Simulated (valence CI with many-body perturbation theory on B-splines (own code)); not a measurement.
**E1 transitions of Sn¹⁹⁺**

Level of theory: valence CI with perturbative core correlation (CI+MBPT): three valence electrons over a frozen Dirac-Fock core [Ar] 3d10, radial functions for each j: 11 s, 11 p, 10 d, 8 f, 5 g, 2 h, with the one-electron correlation potential Σ1 (screened to all orders), the two-electron term Σ2, the three-electron term Σ3, Breit, model QED; selected single and double excitations, second order for the rest, scaled by the run's own slope (own B-spline code, finite nucleus).

No measured levels were compared; by estimate levels hold to about 250 cm⁻¹ or 0.2 % of their energy and the worst to 1 %, as in measured heavy ions of charge 2 to 7; those with d or f electrons hold less well.

Lines 101 to 150 of 557 in falling wavelength, among levels below 2244300 cm⁻¹, chosen from the strongest by gf and those to the six lowest levels. Wavelengths and rates use the calculated energies, so an error of 2000 cm⁻¹ moves a line at 210.9 Å by 0.42 % and its rate by three times that or more. Electric multipoles are in the length gauge, E1 and E2 with the static RPA response of the core. Weak lines are less certain than strong ones. Lines between different terms over intervals too small for the method are left out, as are lines whose strength nearly cancels. Where a level lies close to another of its J and parity, the split of strength between their lines is uncertain. The highest levels of a list are the least certain.

Names give the largest LS component (configuration and term), which can be under half, so a name can repeat, a term be missing and a line seem to break the LS rules; names also repeat where a configuration has a term twice. Letters in brackets count levels of one name in rising energy.

| λ vac (Å) | Upper | Lower | A (s⁻¹) | S (a.u.) |
| --- | --- | --- | --- | --- |
| 210.9 | 4p²4d ²D_5/2 [c] | 4s4p4d ²F°_7/2 [b] | 8.96e+09 | 2.49e-01 |
| 210.6 | 4p²4f ⁴F°_9/2 | 4s4p4f ⁴G_11/2 | 5.85e+09 | 2.70e-01 |
| 209.8 | 4p4d² ⁴D°_5/2 [d] | 4s4d² ⁴F_7/2 | 8.15e+09 | 2.23e-01 |
| 209.7 | 4p²4f ²D°_3/2 [a] | 4s4d² ⁴F_5/2 [a] | 1.57e+10 | 2.86e-01 |
| 209.6 | 4p³ ²P°_1/2 | 4s4p² ²D_3/2 | 4.02e+10 | 3.65e-01 |
| 209.5 | 4p³ ²D°_5/2 | 4s4p² ⁴P_5/2 | 7.47e+09 | 2.03e-01 |
| 209.4 | 4s4p4f ⁴F_3/2 | 4s4p4d ²F°_5/2 [b] | 1.57e+10 | 2.84e-01 |
| 209.0 | 4p²4d ²D_3/2 [a] | 4s4p4d ²F°_5/2 [a] | 2.20e+10 | 3.97e-01 |
| 208.4 | 4p²4d ⁴P_5/2 | 4s4p4d ⁴D°_3/2 | 9.69e+09 | 2.60e-01 |
| 208.4 | 4p²4f ⁴G°_5/2 [b] | 4s4p4f ⁴G_5/2 [a] | 1.22e+10 | 3.28e-01 |
| 208.3 | 4p4d² ⁴D°_7/2 [b] | 4s4d² ⁴F_7/2 | 7.75e+09 | 2.77e-01 |
| 208.2 | 4p²4f ²F°_5/2 [b] | 4s4p4f ²G_7/2 [a] | 1.75e+10 | 4.69e-01 |
| 208.2 | 4p²4d ⁴D_7/2 | 4s4p4d ⁴F°_9/2 | 1.09e+10 | 3.88e-01 |
| 207.4 | 4p²4d ²P_3/2 [a] | 4s4p4d ⁴F°_3/2 | 1.79e+10 | 3.15e-01 |
| 207.1 | 4p²4d ²F_5/2 [b] | 4s4p4d ⁴D°_7/2 | 8.50e+09 | 2.23e-01 |
| 206.9 | 4p²4d ²F_5/2 [b] | 4s4p4d ⁴D°_5/2 | 8.68e+09 | 2.28e-01 |
| 206.3 | 4p4d² ²G°_9/2 | 4s4p4f ⁴G_11/2 | 6.42e+09 | 2.79e-01 |
| 206.2 | 4p²4d ⁴D_1/2 | 4s4p4d ⁴F°_3/2 | 3.43e+10 | 2.97e-01 |
| 206.0 | 4p²4f ²F°_5/2 [c] | 4s4p4f ²F_7/2 [a] | 1.63e+10 | 4.21e-01 |
| 205.4 | 4p²4d ²G_9/2 | 4s4p4d ⁴F°_9/2 | 1.60e+10 | 6.82e-01 |
| 205.4 | 4p²4d ⁴P_5/2 | 4s4p4d ⁴P°_5/2 | 1.41e+10 | 3.61e-01 |
| 205.2 | 4s4p4d ²P°_1/2 [a] | 4s²4d ²D_3/2 | 2.70e+10 | 2.30e-01 |
| 204.9 | 4p²4f ⁴F°_9/2 | 4s4d² ²G_9/2 | 5.71e+09 | 2.43e-01 |
| 204.6 | 4p²4f ⁴F°_3/2 | 4s4p4f ⁴G_5/2 [a] | 1.78e+10 | 3.01e-01 |
| 204.3 | 4p²4d ²G_7/2 | 4s4p4d ⁴F°_7/2 | 7.66e+09 | 2.58e-01 |
| 203.5 | 4p³ ²P°_3/2 [a] | 4s4p² ⁴P_1/2 | 1.33e+10 | 2.21e-01 |
| 203.4 | 4s4p5s ²P°_1/2 [b] | 4s²5s ²S_1/2 | 7.42e+10 | 6.16e-01 |
| 203.4 | 4p²4f ²H°_9/2 | 4s4p4f ²G_7/2 [a] | 9.80e+09 | 4.07e-01 |
| 202.4 | 4s4p5s ²P°_3/2 [b] | 4s²5s ²S_1/2 | 4.90e+10 | 8.01e-01 |
| 202.2 | 4p4d² ⁴S°_3/2 | 4s²5s ²S_1/2 | 2.35e+10 | 3.84e-01 |
| 202.2 | 4s4p² ²S_1/2 | 4s²4p ²P°_3/2 | 5.33e+10 | 4.35e-01 |
| 202.0 | 4s4p² ²P_1/2 | 4s²4p ²P°_1/2 | 7.35e+10 | 5.98e-01 |
| 201.1 | 4s4p4f ²D_3/2 | 4s²4f ²F°_5/2 | 6.96e+10 | 1.12e+00 |
| 201.1 | 4s4p4d ²P°_3/2 [b] | 4s²4d ²D_5/2 | 6.39e+10 | 1.03e+00 |
| 201.0 | 4p³ ²P°_3/2 [b] | 4s4p² ²D_5/2 | 2.13e+10 | 3.42e-01 |
| 200.9 | 4s4p4d ²P°_1/2 [b] | 4s²4d ²D_3/2 | 3.72e+10 | 2.98e-01 |
| 200.8 | 4s4p4f ²D_5/2 [b] | 4s²4f ²F°_7/2 | 2.76e+10 | 6.63e-01 |
| 200.8 | 4p²4d ⁴D_5/2 | 4s4p4d ⁴F°_5/2 | 1.46e+10 | 3.49e-01 |
| 200.7 | 4s4p4f ²D_5/2 [b] | 4s²4f ²F°_5/2 | 1.31e+10 | 3.14e-01 |
| 200.6 | 4s4p4f ²F_7/2 [c] | 4s²4f ²F°_7/2 | 2.53e+10 | 8.04e-01 |
| 200.5 | 4s4p4f ²F_7/2 [c] | 4s²4f ²F°_5/2 | 1.78e+10 | 5.66e-01 |
| 200.2 | 4p³ ⁴S°_3/2 | 4s4p² ⁴P_3/2 | 2.53e+10 | 4.01e-01 |
| 199.9 | 4s4p4f ²D_5/2 [c] | 4s²4f ²F°_7/2 | 3.73e+10 | 8.82e-01 |
| 199.8 | 4s4p4f ²D_5/2 [c] | 4s²4f ²F°_5/2 | 2.56e+10 | 6.06e-01 |
| 199.1 | 4p²4f ⁴F°_9/2 | 4s4d² ⁴F_9/2 | 6.47e+09 | 2.52e-01 |
| 198.9 | 4s4p² ²P_3/2 | 4s²4p ²P°_3/2 | 8.58e+10 | 1.33e+00 |
| 198.9 | 4s4p4f ²G_9/2 [b] | 4s²4f ²F°_7/2 | 7.77e+10 | 3.02e+00 |
| 198.6 | 4s4p4d ²D°_5/2 [b] | 4s²4d ²D_5/2 | 5.02e+10 | 1.16e+00 |
| 198.1 | 4p³ ²D°_5/2 | 4s4p² ⁴P_3/2 | 8.72e+07 | 2.01e-03 |
| 198.1 | 4p²4f ²G°_7/2 [a] | 4p²4d ²D_5/2 [a] | 8.15e+09 | 2.50e-01 |
